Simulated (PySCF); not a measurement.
These are PySCF 2.14.0 with TPSSh-D3(BJ)/def2-TZVP // r2SCAN-D4/def2-SVP values and carry that method's errors. Gas-phase values, no solvent. One relaxed conformer stands for a flexible species; it need not be the lowest. 

Reference species: [Nb(Cl)(NH2)4] (neutral, multiplicity 1).

```json
{
 "charge on the central atom (Mulliken)": "1.63 e",
 "HOMO": "-6.38 eV"
}
```

Changed species: [Nb(Cl)2(NH2)3] (3 of 5 Cl replaced by NH2; the reference has 4 of 5 Cl replaced by NH2).

**Question.** What does the change do to the charge on the central atom (Mulliken) and HOMO?

**Answer.** the charge on the central atom (Mulliken) falls by 0.07 e, to 1.56 e; the HOMO decreases by 0.41 eV, to -6.79 eV.
